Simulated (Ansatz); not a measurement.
`CCCC(=O)N(C)C`. Total charge 0; spin multiplicity 1. All single points use the PBE0-D4/def2-TZVP geometry. It is one conformer, not always the lowest.

```xyz
21

C    -0.580   -2.367   -1.533
C    -1.175   -0.981   -1.710
C    -1.014   -0.103   -0.480
C     0.420    0.358   -0.276
O     1.271    0.165   -1.127
N     0.709    1.004    0.889
C    -0.237    1.298    1.932
C     2.063    1.428    1.144
H    -1.045   -2.892   -0.693
H     0.494   -2.305   -1.347
H    -0.730   -2.977   -2.427
H    -2.243   -1.064   -1.935
H    -0.704   -0.485   -2.561
H    -1.646    0.789   -0.567
H    -1.364   -0.640    0.408
H    -0.034    0.705    2.833
H    -1.256    1.100    1.613
H    -0.171    2.356    2.208
H     2.686    1.126    0.306
H     2.441    0.969    2.064
H     2.113    2.516    1.259
```

Question: What is the dipole moment at ωB97M-V/def2-TZVPP? (Best estimate.)

Answer: Ansatz gave: 3.56 D, with components (-1.83, 1.05, 2.86) D in this frame, pointing from negative to positive charge.

Question: And with PBE, r2SCAN, B3LYP? (Estimate.)

Answer: Computed: PBE 3.47 D, r2SCAN 3.54 D, B3LYP 3.58 D.

Question: Give the Mulliken charges with ωB97M-V, B3LYP, PBE in def2-TZVPP. (An estimate is asked.)

Answer: Computed: 
| atom | ωB97M-V | B3LYP | PBE |
| --- | --- | --- | --- |
| C1 | -0.31 | -0.27 | -0.27 |
| C2 | -0.17 | -0.07 | -0.07 |
| C3 | -0.25 | -0.13 | -0.11 |
| C4 | 0.28 | 0.22 | 0.13 |
| O5 | -0.40 | -0.39 | -0.34 |
| N6 | -0.14 | -0.12 | -0.03 |
| C7 | -0.24 | -0.18 | -0.18 |
| C8 | -0.24 | -0.18 | -0.18 |
| H9 | 0.09 | 0.06 | 0.06 |
| H10 | 0.12 | 0.10 | 0.10 |
| H11 | 0.10 | 0.08 | 0.07 |
| H12 | 0.08 | 0.05 | 0.05 |
| H13 | 0.10 | 0.07 | 0.06 |
| H14 | 0.14 | 0.09 | 0.08 |
| H15 | 0.11 | 0.07 | 0.06 |
| H16 | 0.12 | 0.10 | 0.09 |
| H17 | 0.12 | 0.10 | 0.09 |
| H18 | 0.12 | 0.10 | 0.09 |
| H19 | 0.14 | 0.12 | 0.11 |
| H20 | 0.11 | 0.09 | 0.09 |
| H21 | 0.12 | 0.09 | 0.09 |

B3LYP here is the variant with VWN-RPA as its local correlation; programs differ in this.
